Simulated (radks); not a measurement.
Ce+, configuration [Xe] 4f1 5d2 (the NIST ground configuration).

Method: scalar-relativistic Kohn-Sham, exchange-only LDA, spin-unpolarised, spherical densities, finite nucleus; Fermi nuclear charge, rms radius 4.8771 fm; computed with a radial shooting solver on a logarithmic mesh with Libxc functionals.

Energy parts (eV):
part                  energy
total             -240756.73
kinetic            255209.58
electron-nucleus  -583371.18
Hartree             92762.34
exchange            -5357.48

Orbitals (lengths in bohr, moments of r in powers of bohr; <r^-3> diverges for s and p1/2; r(max) is where P^2 peaks):
orbital  occ.  eigenvalue (eV)  <r^-3>   r(max)      <r^2>
1s          2        -40226.33       -  0.01576  0.0008221
2s          2        -6443.589       -  0.08915    0.01308
2p          6        -5774.437    7964  0.07169    0.01042
3s          2        -1388.775       -   0.2550    0.08897
3p          6        -1175.883    1593   0.2495    0.08893
3d         10        -872.4672   218.5   0.2051    0.07592
4s          2        -282.5584       -   0.5931     0.4591
4p          6        -213.0065   345.3   0.6192     0.5188
4d         10        -112.8442   38.83   0.6524     0.6441
5s          2         -43.4181       -    1.370      2.602
5p          6         -26.1433   49.97    1.547      3.573
4f          1          -8.1753   4.197   0.7103      1.687
5d          2          -6.3867   2.333    2.225      10.24

The highest occupied level is 5d at -6.387 eV. Summed over all electrons, <r^2> = 60.85 bohr^2, which gives a Langevin (diamagnetic) susceptibility term of -48.2 x 10^-6 cm^3/mol.
